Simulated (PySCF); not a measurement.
## Multinuclear NMR of C₆H₁₂N₂Si

Geometry:
```csv
atom,x (Å),y (Å),z (Å)
C1,3.403,0.749,0.110
C2,2.116,0.004,0.083
C3,1.907,-1.345,-0.290
C4,0.561,-1.535,-0.147
N5,0.017,-0.369,0.279
Si6,-1.639,0.035,0.733
C7,-1.834,1.884,0.388
C8,-2.792,-1.042,-0.326
N9,0.977,0.565,0.421
H10,3.893,0.696,-0.861
H11,4.074,0.319,0.853
H12,3.214,1.789,0.362
H13,2.645,-2.050,-0.616
H14,-0.053,-2.397,-0.314
H15,-1.787,-0.295,2.160
H16,-2.770,2.265,0.783
H17,-1.020,2.436,0.848
H18,-1.809,2.095,-0.678
H19,-3.829,-0.764,-0.164
H20,-2.584,-0.929,-1.387
H21,-2.699,-2.096,-0.083
```

In vacuum, non-relativistic, one averaged value for each set of equivalent atoms, one conformer. GIAO PBE0/pcSseg-1 shieldings; structure optimised with GFN2-xTB; PySCF 2.14.0 with density-fitted response routines.

Task: What are the 29Si shifts?

Result: 
```
atoms                  environment  σ (ppm)  δ (ppm)
  Si6  silicon bonded to 2 C, N, H    356.7    -13.2
```

Shieldings were converted by a linear fit to measured shifts: 29Si: δ = 279.94 − 0.822σ (rms 8.9 ppm, 72 shifts, 25.8 ppm with the 6 outliers that the fit left out vs TMS, solution or neat liquid). Occasional misses reach two or three times the rms, and more in compound classes unlike the fitted ones.

On a 300 MHz spectrometer 29Si resonates near 59.6 MHz, so 1 ppm is 59.6 Hz.

Task: Where does 15N resonate?

Result: 
```
atoms                         environment  σ (ppm)  δ (ppm)
   N9  pyridine-type nitrogen of an azole    -78.4    -75.9
   N5          pyrrole-type ring nitrogen     37.5   -182.6
```

Shieldings were converted by a linear fit to measured shifts: 15N: δ = -148.07 − 0.921σ (rms 6.3 ppm, 71 shifts vs CH3NO2, solution or neat liquid). A few per cent of atoms miss by over 2 rms, more outside the fitted compound classes.

On a 400 MHz spectrometer 15N resonates near 40.5 MHz, so 1 ppm is 40.5 Hz.
